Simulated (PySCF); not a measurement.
Working out the ionisation energy of Cu²⁺

Cu²⁺ [Ar] 3d9 (2D) → Cu³⁺ [Ar] 3d8 (3F). All numbers are calculated (PySCF 2.14, a scalar-relativistic core potential, in aug-cc-pVDZ-PP with ECP10MDF (5s5p4d2f, 54 functions)). Frozen: 3s2 3p6. Energies in hartree (1 hartree = 27.21139 eV):

| part | Cu²⁺ (lower) | Cu³⁺ (upper) |
| --- | --- | --- |
| UHF | -195.291528 | -194.040182 |
| CCSD correlation | -0.278253 | -0.200270 |
| (T) | -0.005246 | -0.002151 |

Q: What does Hartree-Fock give?

A: (-194.040182) − (-195.291528) = 1.251346 hartree = 34.051 eV.

Q: What do CCSD and CCSD(T) give?

A: The CCSD correlation energies differ by 0.077983 hartree = 2.122 eV and the triples by 0.003095 hartree = 0.084 eV, so CCSD gives 36.173 eV and CCSD(T) 36.257 eV.

Reference: 36.841 ± 0.012 eV (measured; NIST Atomic Spectra Database, ionization energies), between the lowest levels; spin-orbit coupling is absent from the calculation.

A double-zeta basis recovers only part of the correlation energy.

What remains against the reference includes basis incompleteness, the frozen core and higher excitations.
